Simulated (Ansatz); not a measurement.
Born–Oppenheimer molecular dynamics of FGe3H7 (11 atoms, charge 0, multiplicity 1). It starts from a relaxed structure.

These are results of RKS PBE/def2-SVP in Ansatz 0.2.0, not measurements.

| Property | Result |
| --- | --- |
| ensemble | NVE (velocity Verlet) |
| time step | 0.5 fs |
| steps asked | 150 |
| starting velocities drawn for | 1500 K |
| seed | 937006 |

First frame:

```xyz
11
Properties=species:S:1:pos:R:3
Ge 0.081 -0.142 0.068
F 0.338 -0.543 1.781
Ge 2.321 0.132 -0.879
H 3.111 -1.195 -0.741
H 2.208 0.494 -2.384
H 3.087 1.261 -0.143
H -0.712 1.203 0.079
Ge -1.258 -1.970 -0.858
H -2.475 -2.252 0.062
H -1.769 -1.569 -2.270
H -0.398 -3.255 -0.979
```

Question: How far do the bonds stretch over the last three quarters of this one trajectory? (Pairs bonded in most of those frames.)

Answer: 
| bond | mean (Å) | spread (Å) | shortest | longest |
| --- | --- | --- | --- | --- |
| Ge1–F2 | 1.783 | 0.022 | 1.75 | 1.82 |
| Ge1–Ge3 | 2.435 | 0.040 | 2.35 | 2.49 |
| Ge1–H7 | 1.568 | 0.078 | 1.46 | 1.68 |
| Ge1–Ge8 | 2.403 | 0.104 | 2.29 | 2.61 |
| Ge3–H4 | 1.560 | 0.016 | 1.53 | 1.59 |
| Ge3–H5 | 1.563 | 0.039 | 1.50 | 1.63 |
| Ge3–H6 | 1.563 | 0.044 | 1.49 | 1.64 |
| Ge8–H9 | 1.561 | 0.036 | 1.50 | 1.62 |
| Ge8–H10 | 1.613 | 0.129 | 1.40 | 1.77 |
| Ge8–H11 | 1.574 | 0.069 | 1.46 | 1.68 |

Mean temperature of the second half: 735 K. The conserved energy stayed within 0.44 meV per atom of its start (net change 0.21 meV per atom), so the integration is sound. Over the second half the temperature averaged 0.49 of the 1500 K drawn at the start: a run that starts near a minimum puts about half its kinetic energy into the potential. A run of 0.075 ps of so small a system gives no equilibrium averages.

Run time: 4.3 min on 4 threads of Arm Neoverse V1, on a shared host, peak memory 0.23 GiB.
